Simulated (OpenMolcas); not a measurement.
**What dynamic correlation does to the levels of F II**

```json
{
  "Program": "OpenMolcas 26.06",
  "Basis": "ANO-RCC-VQZP [5s4p3d2f1g]",
  "Scalar Hamiltonian": "DKH2, point nucleus",
  "Active space": "4 electrons in 9 orbitals (RAS2 2p; RAS3 3s 3d, at most 1 electron)",
  "State averaging": "2S+1 = 3 even, 3 roots; 2S+1 = 1 even, 6 roots; 2S+1 = 5 odd, 1 root; 2S+1 = 3 odd, 9 roots; 2S+1 = 1 odd, 8 roots",
  "Spin-orbit coupling": "RASSI with atomic mean-field integrals over the reference wave functions, term energies averaged over their components"
}
```

Methods on the same reference wave functions:
A. RASSCF
B. SS-RASPT2, IPEA 0.25 Eh, imaginary shift 0.1 Eh (closed shells correlated: 1s 2s)

Energies in cm-1 above 2s2 2p4 3P2, the measured ground level; measured values from NIST Handbook of Basic Atomic Spectroscopic Data.

```csv
Level,A,B,Measured
2s2 2p4 3P2,0.0,0.0,0.0
2s2 2p4 3P1,320,320,341
2s2 2p4 3P0,475,474,490
2s2 2p4 1D2,22801,20820,20873
2s2 2p4 1S0,56512,49710,44918
2s2 2p3 3s 5S* 2,181863,185230,176494
2s2 2p3 3s 3S* 1,194791,195940,182864
2s2 2p3 3s 3D* 1,222455,221880,211900
2s2 2p3 3s 3D* 2,222457,221880,211887
2s2 2p3 3s 3D* 3,222461,221890,211866
2s2 2p3 3s 1D* 2,228103,227320,215070
```

Deviations, from unrounded energies. A percentage is the sum of absolute deviations over the sum of measured energies, with the sign that they share, or ± where signs differ.

```
                        Against measurement  Levels      A     B
             mean absolute deviation (cm-1)      10   7600  6900
      fine structure of the ground term (%)       2   -4.4  -4.4
other terms of the ground configuration (%)       2  +20.6  ±7.4
                   other configurations (%)       6   +5.1  +5.3
```

B lies closest to measurement on these levels. The largest miss of B in the table is 2s2 2p3 3s 3S* 1, by +13000 cm-1. The ranking rests on the paired levels alone, and a cruder setting can come out closer through cancelling errors.

From A to B the spin-free energies of the other terms of 2s2 2p4 shown, above 3P, scale by factors of 0.88 to 0.91.

The lowest spin-free term lies below A's lowest term by 0.160 hartree in B.

CASPT2 breaks the degeneracy within a term, and the mean is taken; among the terms shown or strongly mixed into the levels shown the widest spread is 180 cm-1 (2s2 2p3 3s 3D*, B). ANO sets are built for valence states and can reach diffuse excited orbitals poorly. With the s shell closed, the reference lacks s² → p² mixing. Without dynamic correlation excited terms often stand tens of per cent too high (terms of higher spin than the ground term too low), and those without a measured partner can miss by more than the paired ones (holds for A). Computed and measured levels are paired by configuration, term and J; levels that our copy of the source lacks, or whose pairing is in doubt (as where it misses far off the trend of its configuration), stay unpaired and out of the deviations. Levels of configurations outside the active space are missing. Levels that lie high or do not pair safely by name in every column are left out.

* marks odd parity.
